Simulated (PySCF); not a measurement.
Atom-mapped SMILES (the numbers label the heavy atoms): `[CH:1]#[C:2][C@:3]1([CH3:4])[CH:5]=[C:6]1[O:7][CH:8]=[O:9]`. Each H is labelled by its parent atom.

PySCF 2.14 calculation with GFN2-xTB geometry and σ from GIAO-PBE0/pcSseg-1; no solvent model, equivalent nuclei averaged, one conformer, non-relativistic.

References, each an isolated molecule treated in the same way: 13C vs TMS.

Do the 13C shifts follow the atomic charges (in e)? Tabulate both.

## Answers


| atoms | hybridisation | δ (ppm) | σ para (ppm) | Hirshfeld | IAO | Mulliken | ESP-fitted |
| --- | --- | --- | --- | --- | --- | --- | --- |
| C8 | sp2 | 162.1 | -217 | +0.19 | +0.41 | +0.43 | +0.63 |
| C6 | sp2 | 145.6 | -215 | +0.07 | +0.18 | +0.30 | +0.35 |
| C5 | sp2 | 97.8 | -170 | -0.05 | -0.19 | -0.02 | -0.40 |
| C2 | sp | 93.3 | -162 | -0.05 | -0.04 | +0.46 | -0.12 |
| C1 | sp | 71.1 | -143 | -0.12 | -0.25 | -0.39 | -0.40 |
| C4 | sp3 | 29.2 | -86 | -0.12 | -0.43 | -0.12 | -0.50 |
| C3 | sp3 | 23.0 | -81 | +0.02 | +0.03 | -0.49 | +0.34 |

Correlation coefficients of δ with charge over these carbons: Hirshfeld +0.70, IAO +0.74, Mulliken +0.79, ESP-fitted +0.53; with the paramagnetic shielding -0.99. With so few points, grouped by hybridisation, these coefficients are fragile. Charge is one influence among several: hybridisation and low-lying excitations act through the paramagnetic term.

Shifts are as computed. Against solution values, carbons near 30 ppm lie about +3 ppm off and those near 130 ppm about +5 ppm. Of 1211 compounds with measured shifts, 218 miss one by over three times the rms of a fit or turn the order of signals round; such compounds aren't used in these exercises.
